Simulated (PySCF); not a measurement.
C₃H₅ClOSi. Atoms are numbered in the order given.

```xyz
11

Cl     1.8807    -0.0318    -0.9403
Si     0.4754    -0.0787     0.5827
C     -0.8862    -1.3538     0.2876
C     -2.0429    -0.4311    -0.0492
C     -1.7889     0.8808     0.0784
O     -0.5371     1.2823     0.4859
H      1.2105    -0.0709     1.8646
H     -1.0865    -1.9647     1.1866
H     -0.6435    -2.0540    -0.5288
H     -3.0165    -0.8032    -0.3734
H     -2.4856     1.7006    -0.1098
```

Geometry: B3LYP-D3(BJ)/def2-SVP. The structure was generated by enumeration; whether it is a known compound was not checked. Other conformers were not sampled.

Calculation: PBE0/pcSseg-1 in PySCF.

GIAO shieldings, no solvent; atoms listed in one row are averaged. δ = σ(ref) − σ: ³⁵Cl against HCl (σ = 945.9 ppm); ²⁹Si against TMS (σ = 352.7 ppm); ¹³C against TMS (σ = 186.3 ppm); ¹⁷O against H2O (σ = 334.2 ppm); ¹H against TMS (σ = 31.56 ppm), references at their B3LYP-D3(BJ)/def2-TZVP geometries, non-relativistic (without spin–orbit terms, shifts of atoms bonded to Cl or Br come out too high).

Computed chemical shifts:
| nucleus | atoms | count | δ (ppm) |
|---|---|---|---|
| ³⁵Cl | Cl1 | 1 | 73.9 |
| ²⁹Si | Si2 | 1 | 33.1 |
| ¹³C | C5 | 1 | 160.0 |
| ¹³C | C4 | 1 | 110.4 |
| ¹³C | C3 | 1 | 21.3 |
| ¹⁷O | O6 | 1 | 154.6 |
| ¹H | H11 | 1 | 6.96 |
| ¹H | H7 | 1 | 6.01 |
| ¹H | H10 | 1 | 5.64 |
| ¹H | H8 | 1 | 2.04 |
| ¹H | H9 | 1 | 1.93 |
